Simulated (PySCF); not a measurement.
Job for PySCF: D3(BJ) and D4 dispersion corrections on C2H5Cl (a complex), monomers drawn apart or pushed together.

```python
from pyscf import gto
from pyscf.dispersion import dftd3, dftd4

mol = gto.M(
    atom='''
    Cl    0.30878794   -0.48083887    0.00354407
    H     0.19250176   -0.28751925    1.27725835
    C    -0.76726753    0.64918778    5.35663057
    C     0.38918677    0.02932842    5.55755723
    H    -1.70766064    0.11151415    5.35050666
    H    -0.81882262    1.71901015    5.19440647
    H     1.32921156    0.56760040    5.56748310
    H     0.44041560   -1.03986792    5.72376885
    ''',
    basis='def2-svp',
    charge=0, spin=0, verbose=0, max_memory=1800)
d3, d4 = {}, {}
for xc in ['hf', 'pbe', 'blyp', 'revpbe', 'tpss', 'r2scan', 'b3lyp', 'pbe0', 'bhlyp', 'camb3lyp', 'b2plyp']:
    d3[xc] = float(dftd3.DFTD3Dispersion(mol, xc=xc, version='d3bj', atm=False).get_dispersion()['energy'])
    print(f'D3(BJ) {xc:10s} {d3[xc]:14.8f} Eh')
for xc in ['hf', 'pbe', 'blyp', 'revpbe', 'tpss', 'r2scan', 'b3lyp', 'pbe0', 'bhlyp', 'camb3lyp', 'b2plyp']:
    d4[xc] = float(dftd4.DFTD4Dispersion(mol, xc={'camb3lyp': 'cam-b3lyp'}.get(xc, xc), atm=True).get_dispersion()['energy'])
    print(f'D4     {xc:10s} {d4[xc]:14.8f} Eh')
```

Program output:

```
D3(BJ) hf            -0.02851362 Eh
D3(BJ) pbe           -0.00289796 Eh
D3(BJ) blyp          -0.00591310 Eh
D3(BJ) revpbe        -0.00773472 Eh
D3(BJ) tpss          -0.00351730 Eh
D3(BJ) r2scan        -0.00083460 Eh
D3(BJ) b3lyp         -0.00479218 Eh
D3(BJ) pbe0          -0.00239984 Eh
D3(BJ) bhlyp         -0.00361101 Eh
D3(BJ) camb3lyp      -0.00204394 Eh
D3(BJ) b2plyp        -0.00211149 Eh
D4     hf            -0.00956305 Eh
D4     pbe           -0.00228873 Eh
D4     blyp          -0.00519237 Eh
D4     revpbe        -0.00873288 Eh
D4     tpss          -0.00308204 Eh
D4     r2scan        -0.00063614 Eh
D4     b3lyp         -0.00361004 Eh
D4     pbe0          -0.00190370 Eh
D4     bhlyp         -0.00241447 Eh
D4     camb3lyp      -0.00188206 Eh
D4     b2plyp        -0.00158381 Eh
```

The run finished.

Cost: about 0.04 core-seconds (a rough figure).
